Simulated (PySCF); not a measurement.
Compound: C7H14.
Numbering: `[CH3:1][CH2:2][CH2:3][CH2:4][CH:5]1[CH2:6][CH2:7]1` (hydrogens: H8, H9, H10 on C1; H11, H12 on C2; H13, H14 on C3; H15, H16 on C4; H17 on C5; H18, H19 on C6; H20, H21 on C7)

The same species was optimised twice, with GFN2-xTB and with PBE0-D3(BJ)/def2-SVP (PySCF), and the same property calculations (PySCF, gas phase) were run on both structures.

```tsv
coordinate	GFN2-xTB	PBE0-D3(BJ)/def2-SVP	change
C3–C4 (Å)	1.529	1.523	-0.006
C2–C3 (Å)	1.527	1.522	-0.005
C1–C2 (Å)	1.524	1.520	-0.004
C4–C5 (Å)	1.510	1.507	-0.003
C5–C6 (Å)	1.498	1.501	+0.003
C6–C7 (Å)	1.499	1.502	+0.003
C5–C7 (Å)	1.499	1.499	0.000
C3–C4–C5 (°)	111.5	113.4	+1.9
C2–C3–C4 (°)	112.2	113.8	+1.6
C1–C2–C3 (°)	111.9	113.4	+1.5
C4–C5–C7 (°)	120.3	120.9	+0.6
C4–C5–C6 (°)	119.8	120.2	+0.4
C5–C6–C7 (°)	60.0	59.9	-0.1
C5–C7–C6 (°)	60.0	60.0	0.0
C6–C5–C7 (°)	60.0	60.1	+0.1
C1–C2–C3–C4 (°)	180	180	0
C2–C3–C4–C5 (°)	179	179	0
C3–C4–C5–C6 (°)	-83	-84	-1
```

Rotational constants: A = 8679, B = 988.9, C = 949.0 MHz (GFN2-xTB) against A = 8756, B = 973.2, C = 935.2 MHz (PBE0-D3(BJ)/def2-SVP). Point groups within 0.08 Å: C1 and C1.

On the GFN2-xTB structure: HOMO (eV) -7.83 [PBE0/pcSseg-1]; LUMO (eV) 1.60 [PBE0/pcSseg-1]; dipole (D) 0.12 [PBE0/pcSseg-1]; GIAO shielding of C1 (ppm) 169.6 [PBE0/pcSseg-1]; GIAO shielding of C2 (ppm) 158.3 [PBE0/pcSseg-1]; GIAO shielding of C3 (ppm) 149.1 [PBE0/pcSseg-1]; GIAO shielding of C4 (ppm) 146.1 [PBE0/pcSseg-1]; GIAO shielding of C5 (ppm) 172.1 [PBE0/pcSseg-1]; GIAO shielding of C6/C7 (mean) (ppm) 180.5 [PBE0/pcSseg-1].

Question: What do these properties become on the PBE0-D3(BJ)/def2-SVP structure?

Answer: 
```
                                    property          level  on GFN2-xTB  on PBE0-D3(BJ)/def2-SVP  change
                                   HOMO (eV)  PBE0/pcSseg-1        -7.83                    -7.88   -0.05
                                   LUMO (eV)  PBE0/pcSseg-1         1.60                     1.59   -0.01
                                  dipole (D)  PBE0/pcSseg-1         0.12                     0.12    0.00
energy, GFN2-xTB geometry as zero (kcal/mol)  PBE0/pcSseg-1          0.0                     -0.6    -0.6
                  GIAO shielding of C1 (ppm)  PBE0/pcSseg-1        169.6                    167.7    -1.9
                  GIAO shielding of C2 (ppm)  PBE0/pcSseg-1        158.3                    157.4    -0.9
                  GIAO shielding of C3 (ppm)  PBE0/pcSseg-1        149.1                    148.8    -0.3
                  GIAO shielding of C4 (ppm)  PBE0/pcSseg-1        146.1                    145.3    -0.8
                  GIAO shielding of C5 (ppm)  PBE0/pcSseg-1        172.1                    171.4    -0.7
        GIAO shielding of C6/C7 (mean) (ppm)  PBE0/pcSseg-1        180.5                    178.2    -2.3
```

The heavy atoms differ by 0.024 Å rms after alignment. Among bonds between heavy atoms C2–C3 and C3–C4 change most and about equally (-0.006 to -0.005 Å). Changes are differences of the printed values. Neither structure is proved a minimum here.

Shape of the structure used: `[CH3:1][CH2:2][CH2:3][CH2:4][CH:5]1[CH2:6][CH2:7]1`: C1–C2–C3–C4 180°, C2–C3–C4–C5 179°, C3–C4–C5–C6 -84°.
